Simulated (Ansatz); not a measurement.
Ansatz (an electronic-structure program) job for C4H5Cl, SMILES CC=C=CCl, PBE/def2-SVPD. The structure is a stationary point at B3LYP-D3(BJ)/def2-SVP.

Ansatz 0.2 input:
```yaml
crystal:
  periodic: [false, false, false]
  atoms:
    - {symbol: C, position_ang: [-2.76421461, 0.49678919, 0.13305723]}
    - {symbol: C, position_ang: [-1.71446467, -0.54539924, -0.14587968]}
    - {symbol: C, position_ang: [-0.45837406, -0.30067469, -0.43495126]}
    - {symbol: C, position_ang: [0.79021755, -0.04851661, -0.72834486]}
    - {symbol: Cl, position_ang: [2.05297010, 0.09504710, 0.48702301]}
    - {symbol: H, position_ang: [-2.35218794, 1.51346777, 0.06893973]}
    - {symbol: H, position_ang: [-3.59854061, 0.40862936, -0.58341230]}
    - {symbol: H, position_ang: [-3.19054526, 0.35348764, 1.14042195]}
    - {symbol: H, position_ang: [-2.03680445, -1.59593186, -0.10043128]}
    - {symbol: H, position_ang: [1.15860122, 0.09135433, -1.74819788]}
basis:
  gaussian:
    orbitals: def2-SVPD
hamiltonian:
  xc: {name: PBE}
```

Output:

```
WARN ansatz: RAYON_NUM_THREADS=1 ignored (pool sized by the plan → 1); use --threads N
Functional definition: PBE
integrals: 0.08 GiB planned
1272 factors; their error is unknown
mean field: 0.51 GiB planned
mean field evaluation 1: about -16722.8656 eV, gradient 6.1e1 eV
mean field evaluation 2: about -16701.1870 eV, gradient 1.0e2 eV
mean field evaluation 4: about -16732.4987 eV, gradient 1.6e1 eV
mean field evaluation 8: about -16733.2016 eV, gradient 1.8e-1 eV
mean field evaluation 16: about -16733.1346 eV, gradient 1.8e-4 eV
mean field -16733.13464432 eV, -614.9313560529 hartree, gradient 4.2e-5 eV, S^2 0.000000; 0 other end points of the search recorded, 0 dependent functions left out
reference -16733.13469634 eV, -614.9313579644 hartree; 23, 23 occupied and 124, 124 virtual orbitals, 1272 factors
Total energy: -16733.13469634 eV, -614.9313579644 hartree
```

The run converged.

Cost: roughly 5 core-seconds.
